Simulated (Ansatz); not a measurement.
What each rung costs, and what it gives

Saddle point of GaSiNH₈, closed shell (GaSiH₅ ([SiH3][GaH2]) + NH₃ → GaNH₄ ([NH2][GaH2]) + SiH₄; bonds formed: Si2–H5; dative contacts that become bonds: Ga1–N6; bonds broken: Ga1–Si2, H5–N6), PBE0-D4/def2-TZVP structure:

```
atom    x (Å)    y (Å)    z (Å)
 Ga1  -0.4461   0.1301  -1.2463
 Si2   0.5126  -1.2461   0.9372
  H3   0.7393  -0.0285  -2.2482
  H4  -1.8962  -0.4372  -1.3435
  H5   0.1089   0.4693   0.5287
  N6  -0.2978   1.7111  -0.0992
  H7   1.9388  -1.1902   1.3646
  H8  -0.3316  -1.5477   2.1272
  H9   0.3869  -2.4169   0.0124
 H10  -1.1345   2.1578   0.2493
 H11   0.4200   2.3983  -0.2822
```

Barriers are electronic and count from the start structure reached by relaxing down the imaginary mode.

Ansatz 0.2.0; basis: as named in each row; cores frozen in the correlated methods. Filled d shells of the heavier atoms are correlated. The def2 sets are not built for correlating such inner shells, so the correlated values are less sure here. B3LYP uses VWN-RPA correlation. Extrapolation: Hartree–Fock as exp(−7.88 √X), correlation as X^−2.97.

Times are rough, for one single point on 4 threads of a shared host (Arm Neoverse V2).

The estimate by CCSD(T) at an estimated basis limit (MP2 extrapolated from triple and quadruple zeta, plus CCSD(T) − MP2 in triple zeta) is 45.13 kcal/mol.

```json
{"method": "HF", "basis": "STO-3G", "time (s)": "under 1", "barrier (kcal/mol)": "78.53", "method less estimate": "33.40"}
{"method": "SPW92", "basis": "def2-SVP", "time (s)": "under 1", "barrier (kcal/mol)": "37.19", "method less estimate": "-7.95"}
{"method": "PBE-D4", "basis": "STO-3G", "time (s)": "under 1", "barrier (kcal/mol)": "45.54", "method less estimate": "0.41"}
{"method": "PBE-D4", "basis": "def2-SVP", "time (s)": "under 1", "barrier (kcal/mol)": "40.44", "method less estimate": "-4.70"}
{"method": "B3LYP-D4", "basis": "6-31G", "time (s)": "under 1", "barrier (kcal/mol)": "44.53", "method less estimate": "-0.60"}
{"method": "SPW92", "basis": "def2-TZVPP", "time (s)": "1", "barrier (kcal/mol)": "35.70", "method less estimate": "-9.43"}
{"method": "PBE0-D4", "basis": "def2-SVP", "time (s)": "1", "barrier (kcal/mol)": "45.25", "method less estimate": "0.12"}
{"method": "BLYP-D4", "basis": "def2-TZVPP", "time (s)": "2", "barrier (kcal/mol)": "40.40", "method less estimate": "-4.74"}
{"method": "PBE-D4", "basis": "def2-TZVPP", "time (s)": "2", "barrier (kcal/mol)": "38.88", "method less estimate": "-6.26"}
{"method": "B3LYP-D4", "basis": "def2-TZVPP", "time (s)": "2", "barrier (kcal/mol)": "43.77", "method less estimate": "-1.37"}
{"method": "BHLYP-D4", "basis": "def2-TZVPP", "time (s)": "2", "barrier (kcal/mol)": "48.65", "method less estimate": "3.51"}
{"method": "PBE0-D4", "basis": "def2-TZVPP", "time (s)": "2", "barrier (kcal/mol)": "43.13", "method less estimate": "-2.01"}
{"method": "CAM-B3LYP-D4", "basis": "def2-TZVPP", "time (s)": "3", "barrier (kcal/mol)": "45.41", "method less estimate": "0.28"}
{"method": "r2SCAN-D4", "basis": "def2-TZVPP", "time (s)": "3", "barrier (kcal/mol)": "41.63", "method less estimate": "-3.51"}
{"method": "r2SCAN0-D4", "basis": "def2-TZVPP", "time (s)": "4", "barrier (kcal/mol)": "44.69", "method less estimate": "-0.45"}
{"method": "CCSD(T)", "basis": "def2-SVP", "time (s)": "4", "barrier (kcal/mol)": "51.15", "method less estimate": "6.02"}
{"method": "RPA on PBE", "basis": "def2-TZVPP", "time (s)": "5", "barrier (kcal/mol)": "45.45", "method less estimate": "0.31"}
{"method": "PBE-QIDH", "basis": "def2-TZVPP", "time (s)": "5", "barrier (kcal/mol)": "45.85", "method less estimate": "0.72"}
{"method": "wB97M-V", "basis": "def2-SVP", "time (s)": "6", "barrier (kcal/mol)": "47.56", "method less estimate": "2.42"}
{"method": "B2PLYP", "basis": "def2-TZVPP", "time (s)": "6", "barrier (kcal/mol)": "44.98", "method less estimate": "-0.15"}
{"method": "wB97X-V", "basis": "def2-TZVPP", "time (s)": "6", "barrier (kcal/mol)": "46.14", "method less estimate": "1.01"}
{"method": "B97M-V", "basis": "def2-TZVPP", "time (s)": "7", "barrier (kcal/mol)": "44.57", "method less estimate": "-0.57"}
{"method": "wB97M-V", "basis": "def2-TZVPP", "time (s)": "8", "barrier (kcal/mol)": "45.68", "method less estimate": "0.55"}
{"method": "MP2", "basis": "def2-QZVPP", "time (s)": "25", "barrier (kcal/mol)": "44.33", "method less estimate": "-0.80"}
{"method": "CCSD(T)", "basis": "def2-TZVPP", "time (s)": "98", "barrier (kcal/mol)": "46.40", "method less estimate": "1.26"}
```

All methods are single points on the PBE0-D4 structures.

No T1 diagnostic of these runs exceeds 0.014.

Labels in which every atom is bracketed show which atoms are joined, not bond orders.
